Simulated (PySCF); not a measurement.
Species: C₄H₁₄Si₄.
Atom-mapped SMILES: `[CH2:1]=[CH:2][CH2:3][Si@@H:4]1[SiH2:5][SiH2:6][Si@H:7]1[CH3:8]` (hydrogens: H9, H10 on C1; H11 on C2; H12, H13 on C3; H14 on Si4; H15, H16 on Si5; H17, H18 on Si6; H19 on Si7; H20, H21, H22 on C8)

The same species was optimised twice, with GFN2-xTB and with PBE0-D3(BJ)/def2-SVP (PySCF), and the same property calculations (PySCF, gas phase) were run on both structures.

```
       coordinate  GFN2-xTB  PBE0-D3(BJ)/def2-SVP  change
       Si7–C8 (Å)     1.906                 1.891  -0.015
       C3–Si4 (Å)     1.925                 1.911  -0.014
        C1=C2 (Å)     1.322                 1.336  +0.014
      Si4–Si7 (Å)     2.373                 2.362  -0.011
        C2–C3 (Å)     1.480                 1.492  +0.012
      Si5–Si6 (Å)     2.357                 2.362  +0.005
      Si6–Si7 (Å)     2.370                 2.367  -0.003
      Si4–Si5 (Å)     2.364                 2.361  -0.003
  Si4–Si5–Si6 (°)      89.8                  86.3    -3.5
  Si5–Si6–Si7 (°)      90.2                  86.8    -3.4
  Si4–Si7–Si6 (°)      89.3                  86.2    -3.1
  Si5–Si4–Si7 (°)      90.0                  86.9    -3.1
   C3–Si4–Si7 (°)     111.1                 109.2    -1.9
   Si6–Si7–C8 (°)     111.5                 110.0    -1.5
     C1–C2–C3 (°)     124.8                 125.6    +0.8
   C3–Si4–Si5 (°)     110.4                 109.7    -0.7
 C1–C2–C3–Si4 (°)      -101                  -103      -2
C2–C3–Si4–Si5 (°)       165                   168      +3
```

Rotational constants: A = 1208, B = 704.3, C = 546.7 MHz (GFN2-xTB) against A = 1230, B = 703.2, C = 597.4 MHz (PBE0-D3(BJ)/def2-SVP). Point groups within 0.08 Å: C1 and C1.

On the GFN2-xTB structure: HOMO (eV) -7.00 [PBE0/pcSseg-1]; LUMO (eV) -1.45 [PBE0/pcSseg-1]; dipole (D) 0.71 [PBE0/pcSseg-1]; GIAO shielding of C1 (ppm) 66.6 [PBE0/pcSseg-1]; GIAO shielding of C2 (ppm) 42.2 [PBE0/pcSseg-1]; GIAO shielding of C3 (ppm) 164.1 [PBE0/pcSseg-1]; GIAO shielding of Si4 (ppm) 385.4 [PBE0/pcSseg-1]; GIAO shielding of Si5 (ppm) 453.2 [PBE0/pcSseg-1]; GIAO shielding of Si6 (ppm) 449.3 [PBE0/pcSseg-1]; GIAO shielding of Si7 (ppm) 393.9 [PBE0/pcSseg-1]; GIAO shielding of C8 (ppm) 193.3 [PBE0/pcSseg-1].

Question: What do these properties become on the PBE0-D3(BJ)/def2-SVP structure?

Answer: 
```csv
property,level,on GFN2-xTB,on PBE0-D3(BJ)/def2-SVP,change
HOMO (eV),PBE0/pcSseg-1,-7.00,-7.00,0.00
LUMO (eV),PBE0/pcSseg-1,-1.45,-0.91,+0.54
dipole (D),PBE0/pcSseg-1,0.71,0.62,-0.09
"energy, GFN2-xTB geometry as zero (kcal/mol)",PBE0/pcSseg-1,0.0,-4.5,-4.5
GIAO shielding of C1 (ppm),PBE0/pcSseg-1,66.6,62.8,-3.8
GIAO shielding of C2 (ppm),PBE0/pcSseg-1,42.2,39.9,-2.3
GIAO shielding of C3 (ppm),PBE0/pcSseg-1,164.1,164.6,+0.5
GIAO shielding of Si4 (ppm),PBE0/pcSseg-1,385.4,400.1,+14.7
GIAO shielding of Si5 (ppm),PBE0/pcSseg-1,453.2,451.9,-1.3
GIAO shielding of Si6 (ppm),PBE0/pcSseg-1,449.3,448.6,-0.7
GIAO shielding of Si7 (ppm),PBE0/pcSseg-1,393.9,407.6,+13.7
GIAO shielding of C8 (ppm),PBE0/pcSseg-1,193.3,193.2,-0.1
```

The heavy atoms differ by 0.324 Å rms after alignment. Among bonds between heavy atoms C1=C2, C3–Si4 and Si7–C8 change most and about equally (-0.015 to +0.014 Å). Changes are differences of the printed values. Neither structure is proved a minimum here.

The values belong to the conformer `[CH2:1]=[CH:2][CH2:3][Si@@H:4]1[SiH2:5][SiH2:6][Si@H:7]1[CH3:8]`: C1–C2–C3–Si4 -103°, C2–C3–Si4–Si5 168°.
